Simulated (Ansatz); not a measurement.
Changing the shape of MnF, septet

Computed with Ansatz's Gaussian-basis code (development build). Basis def2-SVP, nonrelativistic, 6 orbitals frozen in the corrections; active space CAS(14,11). Restricted Hartree–Fock, then the lowest state-specific CASSCF solution met for each case. A minimal or small basis: far from the basis limit. On stretched bonds single-reference methods can fail or change state. Unlike active orbitals can shift such differences by tenths of an eV, at times by over 1 eV.

Case A: bond length 1.8390 Å.

Case B: bond length 2.7585 Å. A bond is stretched, to 1.41 times the sum of the covalent radii.

Energy less that of case A, in eV:

| case | RHF/ROHF | CASSCF |
| --- | --- | --- |
| B | +2.580 | +2.366 |

Question: What does SC-NEVPT2 give for these differences?

Answer: B: +2.519 eV (58.1 kcal/mol).
